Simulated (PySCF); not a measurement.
# Atomic charges by several schemes

C8H9N.
Geometry (GFN2-xTB, Å), atoms numbered from 1 in this order:
```
atom  x, y, z in Å
H1     4.2658    0.4022   -0.1782
N2     3.4818    0.0247    0.3487
C3     2.3642    0.0864   -0.2229
C4     1.1638   -0.4235    0.4501
C5     0.0757   -1.0422   -0.3839
C6    -1.0415   -0.8510    0.5935
C7    -2.4656   -0.8649    0.0989
C8    -0.1488    0.3055    0.2148
C9    -0.4206    1.5925   -0.2559
C10   -0.6602    2.7046   -0.6417
H11    2.1866    0.5105   -1.2231
H12    1.3608   -0.8262    1.4400
H13    0.0911   -1.4132   -1.3865
H14   -0.9163   -1.2696    1.5904
H15   -3.1065   -0.3039    0.7763
H16   -2.8372   -1.8867    0.0437
H17   -2.5315   -0.4144   -0.8890
H18   -0.8703    3.6758   -0.9753
```

Density: PBE0/pcSseg-1 (PySCF); schemes: Mulliken, IAO, Hirshfeld and ESP-fitted. Geometry: GFN2-xTB, one conformer, isolated molecule.

**Question.** Atoms with like bonding are taken together and averaged. Do the Mulliken, IAO, Hirshfeld and ESP-fitted schemes agree on where the charge is lowest?

**Answer.** The schemes don't all agree: Mulliken C10 (-0.478); IAO N2 (-0.435); Hirshfeld N2 (-0.230); ESP-fitted N2 (-0.718).

**Question.** For which atoms does the sign change between the 4 schemes (beyond +0.03 e in one, beyond −0.03 e in another)?

**Answer.** C6 and C9. Atomic charges aren't observables, and each scheme defines them in its own way.

**Question.** Tabulate the Mulliken, IAO, Hirshfeld and ESP-fitted charges.

**Answer.** In e; atoms taken as equivalent share a row and are averaged (×n: the atom named and its like, n in all):

| atom | environment | Mulliken | IAO | Hirshfeld | ESP-fitted |
| --- | --- | --- | --- | --- | --- |
| H1 | N–H hydrogen | +0.170 | +0.253 | +0.114 | +0.353 |
| N2 | imine nitrogen | -0.332 | -0.435 | -0.230 | -0.718 |
| C3 | imine carbon | +0.108 | +0.048 | +0.050 | +0.400 |
| C4 | three-membered-ring carbon | -0.107 | -0.120 | -0.030 | -0.112 |
| C5 | sp3 carbon at a ring junction | -0.036 | -0.143 | -0.040 | -0.305 |
| C6 | three-membered-ring carbon | -0.189 | -0.087 | -0.014 | +0.181 |
| C7 | methyl carbon | -0.161 | -0.429 | -0.115 | -0.495 |
| C8 | sp3 carbon at a ring junction | -0.277 | -0.019 | +0.003 | -0.123 |
| C9 | alkyne carbon | +0.487 | -0.036 | -0.045 | +0.164 |
| C10 | terminal alkyne carbon | -0.478 | -0.246 | -0.116 | -0.519 |
| H11 | hydrogen on a C=N carbon | +0.082 | +0.110 | +0.041 | +0.017 |
| H12 | methine hydrogen | +0.118 | +0.151 | +0.046 | +0.113 |
| H13 | methine hydrogen | +0.096 | +0.166 | +0.065 | +0.211 |
| H14 | methine hydrogen | +0.116 | +0.134 | +0.043 | +0.063 |
| H15/H16/H17 | methyl hydrogen | +0.123 | +0.150 | +0.046 | +0.148 |
| H18 | alkyne hydrogen | +0.034 | +0.203 | +0.090 | +0.326 |

Mean size of the charges over all atoms: ESP-fitted 0.252 e, Mulliken 0.176 e, IAO 0.168 e, Hirshfeld 0.065 e. Each set sums to the total charge, 0, to within 0.001 e. The ESP scheme fits charges at the nuclei, held to the total charge, to the electrostatic potential on points at 1.4 to 2.0 times the van der Waals radii.

**Question.** How many electrons does the Hirshfeld scheme count on C10?

**Answer.** Z − q = 6 − (-0.116) = 6.116.

**Question.** Sum the charges by element, for elements with more than one atom.

**Answer.** 
```csv
element,atoms,Mulliken,IAO,Hirshfeld,ESP-fitted
H,9,+0.985,+1.468,+0.536,+1.527
C,8,-0.652,-1.033,-0.306,-0.809
```
